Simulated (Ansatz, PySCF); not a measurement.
(Z)-1-bromo-2-chloroethene (C2H2BrCl), SMILES Cl/C=C\Br. Atoms are numbered in the order given.

```xyz
6

Cl     0.5715     2.0921     0.0000
C     -0.9687     1.3126     0.0000
C     -1.1663    -0.0074     0.0000
Br     0.1982    -1.3036     0.0000
H     -1.8199     1.9977     0.0000
H     -2.1774    -0.4176     0.0000
```

Coordinates come from a B3LYP-D3(BJ)/def2-SVP optimisation.

Two levels are set side by side: PBE-D3(BJ)/def2-SVP (Ansatz, a program for electronic structure) and B3LYP-D3(BJ)/def2-SVP (Ansatz). Each level has its own optimised geometry; the coordinates shown are those of the second. Frequencies come from the Hessian of PySCF at each geometry. Differences are taken from unrounded values.

| quantity | B3LYP-D3(BJ) |
|---|---|
| mean bond length (Å) | 1.425 |
| bond Cl1–C2 (Å) | 1.726 |
| bond C2–C3 (Å) | 1.335 |
| bond C3–Br4 (Å) | 1.882 |
| bond C2–H5 (Å) | 1.093 |
| bond C3–H6 (Å) | 1.091 |
| highest harmonic wavenumber (cm⁻¹) | 3223 |
| mean harmonic wavenumber (cm⁻¹) | 1222 |
| zero-point energy (kcal/mol) | 20.96 |

Task: What does PBE-D3(BJ) give, and how far is it from B3LYP-D3(BJ)? (The exact figures need the calculation; the answer reports its results.)

Result: 
```csv
quantity,PBE-D3(BJ),PBE-D3(BJ) minus B3LYP-D3(BJ)
mean bond length (Å),1.430,0.004
bond Cl1–C2 (Å),1.723,-0.003
bond C2–C3 (Å),1.346,0.011
bond C3–Br4 (Å),1.879,-0.003
bond C2–H5 (Å),1.101,0.008
bond C3–H6 (Å),1.100,0.008
highest harmonic wavenumber (cm⁻¹),3155,-68
mean harmonic wavenumber (cm⁻¹),1188,-33
zero-point energy (kcal/mol),20.39,-0.57
```

Exact exchange shortens and stiffens bonds; PBE has none. Differences between two approximate levels are no errors against the true value.
